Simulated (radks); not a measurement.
The table gives one normalised radial function P(r) = r R(r) of Se in [Ar] 3d10 4s2 4p4 (r in bohr). Calculated with a radial shooting solver on a logarithmic mesh with Libxc functionals: non-relativistic Kohn-Sham, PBE, spin-polarised, spherical densities, point nucleus; open shells are filled with parallel spins first.

r	P
0.006666	0.0809
0.00875	0.0984
0.01149	0.1165
0.0152	0.1333
0.01995	0.1438
0.02618	0.1423
0.03437	0.1214
0.04511	0.0735
0.05968	-0.0073
0.07834	-0.1080
0.1028	-0.2039
0.135	-0.2487
0.1772	-0.1918
0.2344	-0.0089
0.3077	0.2295
0.4039	0.3909
0.5301	0.3363
0.6958	0.0368
0.9133	-0.3833
1.208	-0.7278
1.586	-0.8266
2.082	-0.6861
2.733	-0.4285
3.587	-0.1995
4.746	-0.0642
6.23	-0.0140
8.177	-0.0018

Which n and l does it have? It may be an empty orbital.

Answer. n = 4, l = 0: the number of nodes gives n - l - 1 = 3, the rise at small r (about r^(l+1)) gives l, and the extent must fit the shell. The curve is that of 4s down; the table hardly tells the two spins apart. 4s down: eigenvalue -15.787 eV, 3 radial nodes at r = 0.0584, 0.237, 0.714 bohr, <r> = 1.83 bohr, 90 % of the charge inside 2.74 bohr.
